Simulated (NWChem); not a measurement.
Species: CH$_{3}$Cl$_{2}$Sb; SMILES [CH3][Sb]([Cl])[Cl]

```xyz
7

Sb     0.4169    -0.3760     0.0000
Cl    -1.0285     0.1439     1.8169
Cl    -1.0285     0.1439    -1.8169
C      1.3447     1.5695     0.0000
H      1.9671     1.6742    -0.9007
H      0.5538     2.3315     0.0000
H      1.9671     1.6742     0.9007
```
Atoms are numbered in this order, from 1.

Level: PBE0/def2-SVP with def2 effective core potentials on Sb (NWChem), optimised geometry, unscaled harmonic frequencies. def2 effective core potentials on Sb; no spin-orbit coupling.

| frequency (cm⁻¹) | IR intensity (km/mol) |
|---|---|
| 108 | 0.1 |
| 116 | 2.4 |
| 151 | 0.1 |
| 168 | 4.6 |
| 364 | 64.2 |
| 371 | 32.2 |
| 525 | 20.4 |
| 767 | 13.0 |
| 769 | 10.9 |
| 1217 | 2.8 |
| 1415 | 8.2 |
| 1418 | 9.6 |
| 3067 | 1.1 |
| 3191 | 0.2 |
| 3207 | 0.9 |

```yaml
zero_point_energy: 24.1 kcal/mol
thermal correction to the enthalpy at 298.15 K (with zero-point energy): 28.8 kcal/mol
heat capacity Cv: 19.7 cal/(mol K)
entropy at 298.15 K and 1 atm (symmetry number 1): 85.0 cal/(mol K)
```

Rigid rotor and harmonic oscillator.
